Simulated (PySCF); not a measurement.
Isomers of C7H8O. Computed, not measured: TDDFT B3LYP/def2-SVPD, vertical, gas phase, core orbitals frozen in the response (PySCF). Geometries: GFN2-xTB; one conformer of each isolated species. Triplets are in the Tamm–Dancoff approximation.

A. `C=C1C=C1OC1CC1`
B. `C([C@@H]1C(C[C@@H]1C)=O)#C`
C. `c1(ccccc1C)O`

Lowest singlet levels (six at most, fewer where fewer were computed) with oscillator strengths:

1. 302 nm (f 0.001); 226 nm (f 0.001); 214 nm (f 0.005); 203 nm (f 0.012); 190 nm (f 0.007); 186 nm (f 0.009); T1 3.60 eV
2. 242 nm (f 0.033); 225 nm (f 0.003); 212 nm (f 0.026); 198 nm (f 0.004); 197 nm (f 0.000); 185 nm (f 0.000); T1 4.09 eV
3. 262 nm (f 0.041); 240 nm (f 0.004); 217 nm (f 0.013); 213 nm (f 0.010); 210 nm (f 0.016); 197 nm (f 0.001); T1 3.58 eV

Question: Which spectrum belongs to which structure?

Answer: 1 = B, 2 = C, 3 = A.
- A: S1 at 4.73 eV, HOMO→LUMO (96%); Löwdin shares by element: HOMO carbon 84% or more (atoms not listed hold the other 16%); LUMO carbon 62% or more, oxygen 10%, hydrogen 9% or more (atoms not listed hold the other 20%); HOMO -5.50 and LUMO -0.05 eV.
- B: S1 at 4.10 eV, HOMO→LUMO (93%); Löwdin shares by element: HOMO oxygen 37%, carbon 37% or more (atoms not listed hold the other 26%); LUMO carbon 51% or more, oxygen 29% (atoms not listed hold the other 20%); HOMO -6.99 and LUMO -1.30 eV.
- C: S1 at 5.13 eV, HOMO→LUMO (77%), HOMO-1→LUMO+1 (22%); Löwdin shares by element: HOMO carbon 50% or more, oxygen 18% (atoms not listed hold the other 32%); LUMO carbon 72% or more (atoms not listed hold the other 28%); HOMO -6.26 and LUMO -0.32 eV; point group Cs, 2 of its 6 listed states under f = 0.0005.
